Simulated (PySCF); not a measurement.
TeO⁻: from constants to spectrum

UHF-CCSD(T) constants of TeO⁻, ²Π (doublet), unpaired electrons π ↑ (PySCF, scalar-relativistic core potentials, basis sets Te aug-cc-pVDZ-PP with ECP28, O aug-cc-pVDZ; masses 129.9062 and 15.9949 u):

```
ωe              : 636.2 cm⁻¹
ωexe            : 2.96 cm⁻¹
Be              : 0.31357 cm⁻¹
αe              : 0.00224 cm⁻¹
D (centrifugal) : 3.05e-07 cm⁻¹
```

Problem. Give the vibrational terms G(v) and spacings up to v = 6.

Solution. G(v) = ωe(v+½) − ωexe(v+½)².

```csv
v,G(v) (cm⁻¹),G(v) − G(v−1),Bv (cm⁻¹)
0,317,,0.3125
1,948,630,0.3102
2,1572,624,0.3080
3,2190,618,0.3057
4,2803,613,0.3035
5,3410,607,0.3013
6,4010,601,0.2990
```

Correlated steps freeze 5 core orbitals. These are scalar-relativistic numbers at best; spin–orbit coupling would shift them, the dissociation energy most. The CCSD T1 diagnostic is raised, a sign that a single reference may not be enough here. The state is the lowest determinant that a PBE0 search found; another state may lie lower at other levels.
